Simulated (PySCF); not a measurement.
## C³⁺ (carbon, charge +3): UHF calculation

Configuration: [He] 2s1, 2S determinant. Calculation: PySCF 2.14, in cc-pVTZ (4s3p2d1f, 30 functions); the non-relativistic Hamiltonian (point nucleus).

```json
{"Total energy": "-34.724769 hartree", "One-electron energy": "-40.1222 hartree", "Hartree (Coulomb) energy": "9.3498 hartree", "Exchange energy": "-3.9524 hartree", "Kinetic energy": "34.73185 hartree", "⟨S²⟩": "0.7500", "⟨L²⟩": "0.000", "Sum of ⟨r⟩": "1.818 bohr", "Sum of ⟨r²⟩": "2.113 bohr²", "Density at the nucleus (Gaussians lack the cusp)": "122 bohr⁻³", "Spin density at the nucleus": "4.72 bohr⁻³", "Langevin diamagnetic susceptibility": "-1.67 ×10⁻⁶ cm³/mol", "Time after the integrals": "0.09 s of wall time on 1 thread of Intel(R) Xeon(R) Platinum 8375C CPU @ 2.90GHz (shared host)"}
```

```tsv
shell	electrons	mean orbital energy (hartree)	rms radius, mean of both spins (bohr)
1s α	1	-13.52389	0.310
1s β	1	-13.43890	0.310
2s α	1	-2.36456	1.39
```
